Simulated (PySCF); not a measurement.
# Radial density of Mo²⁺ (molybdenum, charge +2)

TPSSh, [Kr] 4d3 5s1, high-spin 5F determinant (an excited configuration). Calculation: PySCF 2.14, in aug-cc-pwCVDZ-PP with ECP28MDF (6s6p5d3f, 70 functions); a scalar-relativistic core potential. This is the valence pseudo-density: the core potential removes the inner electrons and smooths the orbitals near the nucleus.

```
r (bohr)  4πr²ρ (e/bohr)  4πr²(ρα − ρβ)
  0.0438       2.452e-05         0.0000
  0.0737       6.991e-05         0.0000
   0.124       0.0003443         0.0000
   0.208        0.004080         0.0010
   0.351         0.09996         0.0215
   0.590           2.462         0.3445
   0.992           10.57         1.6774
    1.67           4.948         1.9072
    2.81          0.8890         0.8095
    4.72         0.07818         0.0781
    13.4       7.582e-05         0.0001
```

Energies and moments cover only the electrons outside the core potential.
